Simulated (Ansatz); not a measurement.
Cost and result for the atomization energy of `B[CH2][AlH][CH3]` (12 atoms, 11 bonds).

```xyz
12

B    -1.430    0.738   -1.144
C    -0.879   -0.657   -1.017
Al   -0.008   -0.601    0.775
C     1.714    0.272    1.017
H    -0.735    1.640   -1.527
H    -2.540    0.997   -0.767
H    -1.586   -1.485   -0.929
H    -0.008   -0.902   -1.636
H    -0.724   -1.365    1.968
H     2.456   -0.416    1.436
H     1.621    1.095    1.734
H     2.116    0.685    0.089
```

The species carries charge 0 and has multiplicity 1. The structure was optimised at the PBE0-D4/def2-TZVP level. It is one conformer, not always the lowest. Program: Ansatz. All runs use 2 threads of an AMD EPYC 9R45 on a shared host. Times are those of one run each, without the atoms' runs, and a repeat can differ threefold. Electronic energies, without spin–orbit coupling; frozen cores. CCSD(T)/CBS adds CCSD(T) − MP2 in def2-TZVPP to the MP2 limit, and its time is that of the two runs behind it. T1 = 0.011. HSE06 is the plane-wave form, built on full-range PBE exchange.

CCSD(T)/CBS is a level of theory with its own doubt, some kJ/mol a heavy atom from the limit and from the frozen cores, so smaller differences don't rank the functionals.

```json
{"level": "LDA (SPW92)/def2-TZVPP", "functions": "247", "wall time": "0.75 s", "atomization (kJ/mol)": "4677.7", "difference from CCSD(T)/CBS": "482.5", "per bond": "43.9"}
{"level": "revPBE-D4/def2-TZVPP", "functions": "247", "wall time": "1.1 s", "atomization (kJ/mol)": "4155.5", "difference from CCSD(T)/CBS": "-39.7", "per bond": "-3.6"}
{"level": "BLYP-D4/def2-TZVPP", "functions": "247", "wall time": "1.1 s", "atomization (kJ/mol)": "4172.8", "difference from CCSD(T)/CBS": "-22.4", "per bond": "-2.0"}
{"level": "PBE-D4/def2-TZVPP (with forces)", "functions": "247", "wall time": "1.4 s", "atomization (kJ/mol)": "4232.5", "difference from CCSD(T)/CBS": "37.3", "per bond": "3.4"}
{"level": "PBE0-D4/def2-TZVPP", "functions": "247", "wall time": "1.5 s", "atomization (kJ/mol)": "4207.2", "difference from CCSD(T)/CBS": "12.0", "per bond": "1.1"}
{"level": "BHLYP-D4/def2-TZVPP", "functions": "247", "wall time": "1.6 s", "atomization (kJ/mol)": "4148.3", "difference from CCSD(T)/CBS": "-46.9", "per bond": "-4.3"}
{"level": "HSE06-D4/def2-TZVPP", "functions": "247", "wall time": "1.7 s", "atomization (kJ/mol)": "4209.4", "difference from CCSD(T)/CBS": "14.2", "per bond": "1.3"}
{"level": "CCSD(T)/def2-SVP", "functions": "100", "wall time": "1.9 s", "atomization (kJ/mol)": "4020.7", "difference from CCSD(T)/CBS": "-174.5", "per bond": "-15.9"}
{"level": "r2SCANh-D4/def2-TZVPP", "functions": "247", "wall time": "2.4 s", "atomization (kJ/mol)": "4213.9", "difference from CCSD(T)/CBS": "18.7", "per bond": "1.7"}
{"level": "B2PLYP/def2-TZVPP", "functions": "247", "wall time": "2.8 s", "atomization (kJ/mol)": "4166.7", "difference from CCSD(T)/CBS": "-28.5", "per bond": "-2.6"}
{"level": "MP2/def2-QZVPP", "functions": "481", "wall time": "11 s", "atomization (kJ/mol)": "4185.3", "difference from CCSD(T)/CBS": "-9.9", "per bond": "-0.9"}
{"level": "CCSD(T)/def2-TZVPP", "functions": "247", "wall time": "2.2 min", "atomization (kJ/mol)": "4110.6", "difference from CCSD(T)/CBS": "-84.6", "per bond": "-7.7"}
{"level": "CCSD(T)/CBS(def2)", "functions": "–", "wall time": "2.3 min", "atomization (kJ/mol)": "4195.2", "difference from CCSD(T)/CBS": "0.0", "per bond": "0.0"}
```

From BLYP to BHLYP (50 % exact exchange), in def2-TZVPP and without D4, the atomization energy moves by −6.8 kJ/mol: exact exchange takes away binding that semilocal exchange gives to molecules. The D4 term adds +30.8 kJ/mol with B3LYP and +16.3 kJ/mol with PBE0; it sums over pairs of atoms, weighted by their polarisabilities, and B3LYP, whose exchange is more repulsive, gets the larger term. In def2-TZVPP, CCSD(T) changes the Hartree–Fock value by +847.1 kJ/mol (the triples alone add +41.0 kJ/mol) and MP2 by +871.7 kJ/mol; breaking electron pairs costs correlation energy, which Hartree–Fock lacks.

B3LYP here is the variant with VWN-RPA as its local correlation; programs differ in this.
